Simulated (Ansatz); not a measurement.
```xyz
9

F    -0.611    1.439    1.774
Si    0.632    0.574    1.302
F     0.578   -0.758    2.163
O     0.536    0.246   -0.258
Ge   -0.555   -0.554   -1.426
H     1.868    1.297    1.611
H    -0.702   -2.019   -0.997
H     0.152   -0.414   -2.776
H    -1.896    0.189   -1.393
```

Total charge 0; spin multiplicity 1.

Q: List the PBE/def2-TZVPP orbital energies in eV (Ansatz 0.2.0). (An estimate is asked.)

A: The calculation gave: Occupied: -10805.34, -1781.39, -1338.66, -1192.09, -1192.06, -1192.06, -659.94, -659.94, -510.60, -163.29, -138.90, -114.79, -114.69, -114.69, -95.68, -95.66, -95.59, -30.73, -30.54, -30.54, -30.47, -30.47, -29.98, -29.46, -24.66, -15.04, -13.41, -11.89, -11.54, -11.38, -10.51, -10.31, -9.89, -9.56, -9.37, -8.84, -8.06, -7.87. Lowest empty: -1.06, -0.23, 0.43, 0.60, 0.98, 0.99, 1.79, 2.72.
